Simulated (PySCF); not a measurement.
A GIAO shielding run with PySCF 2.14 (density fitting, non-relativistic, gas phase) on SMILES CCC1=C[SiH2]C=C[C@H]1C, C8H14Si:

```
$ OMP_NUM_THREADS=1 python probes_run.py task.json out

{"job": {"kind": "nmr", "xc": "PBE0", "basis": "pcSseg-1"}, "charge": 0, "multiplicity": 1}
C      2.565852     0.035037     1.206358
C      2.005294    -0.095002    -0.211502
C      0.534889     0.230188    -0.242161
C      0.085058     1.426979    -0.611068
Si    -1.731103     1.866565    -0.537338
C     -2.331598     0.573452     0.678990
C     -1.625164    -0.527965     0.892796
C     -0.373104    -0.908478     0.153140
C     -0.782945    -1.673380    -1.119416
H      2.428728     1.049965     1.572426
H      2.058019    -0.644302     1.887384
H      3.628479    -0.197977     1.216502
H      2.170122    -1.114917    -0.568828
H      2.547359     0.587134    -0.869637
H      0.807642     2.176595    -0.908676
H     -1.941570     3.228880    -0.030187
H     -2.393668     1.731138    -1.845896
H     -3.238992     0.727953     1.246795
H     -1.960578    -1.273489     1.607367
H      0.198061    -1.599699     0.783699
H     -1.390226    -2.538733    -0.861736
H      0.096231    -2.013809    -1.662192
H     -1.361540    -1.019152    -1.766743
```

Hardware: 1 thread of an Intel Xeon 6975P-C, shared host. The job also computes population analyses, field gradients, ring-centre shieldings.

(1) How large is the calculation?

(2) How long does it take, and how much memory does it need?

## Answers

(1) 76 electrons, 230 basis functions and 1209 auxiliary functions.

(2) 39 s of wall time, with 14 SCF cycles and 5 response iterations; peak memory 1.1 GiB. Times on a shared host scatter by some tens of per cent.
